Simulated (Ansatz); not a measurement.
Li6H7⁻, relaxed as a singlet with RKS PBE0-D4/def2-TZVPD in Ansatz, starting from the GFN2-xTB geometry. Force threshold 0.02 eV/Å.

The structure comes from a short search, and lower isomers may exist.

Start:

```xyz
13

Li    0.570   -2.537    0.172
Li    1.543    0.152    0.617
Li   -0.399    1.965    0.485
Li    1.285    1.410   -1.521
Li   -0.276   -0.418   -1.173
Li   -2.181    0.004    0.963
H     2.012    1.723   -0.295
H     0.307   -0.212    1.213
H     1.149   -3.840    0.276
H     1.150   -0.863   -1.479
H    -0.825    0.946   -1.454
H    -3.044   -1.146    1.012
H    -1.290    2.817    1.183
```

Q: Estimate the energy that the relaxation releases and the steps that it takes.

A: 430.9 kJ/mol, in 25 steps; 44 s on 4 threads of Arm Neoverse V2 on a shared host. The force fell under the threshold at step 24, but the optimiser went on. No frequencies were taken in this run, so the end may be a saddle point.

Q: Does the start keep its bonding?

A: Bonds lost: Li2–Li5 (atoms count from 1). Bonds formed: Li1–H8, Li1–H10, Li2–H9, Li3–H8, Li3–H11, Li4–H10, Li4–H11, Li5–H12 (atoms count from 1). Metal–metal contacts that move far: Li1–Li4 4.35 to 2.82 Å, Li1–Li6 3.83 to 2.72 Å.

Q: Predict the relaxed structure.

A: 
```xyz
13

Li    0.044   -1.838   -0.130
Li    1.639   -0.265    1.003
Li   -0.014    1.801    0.398
Li    0.994    0.528   -1.340
Li   -1.216   -0.164   -1.258
Li   -1.450   -0.055    1.284
H     1.974    1.296    0.068
H     0.023   -0.040    0.271
H     1.401   -2.028    1.106
H     0.276   -1.114   -1.865
H    -0.553    1.575   -1.407
H    -1.976   -1.304    0.025
H    -1.142    1.609    1.846
```
Bond lengths (bridged metal pairs left out): 18 × H–Li 1.78 to 1.90 Å.
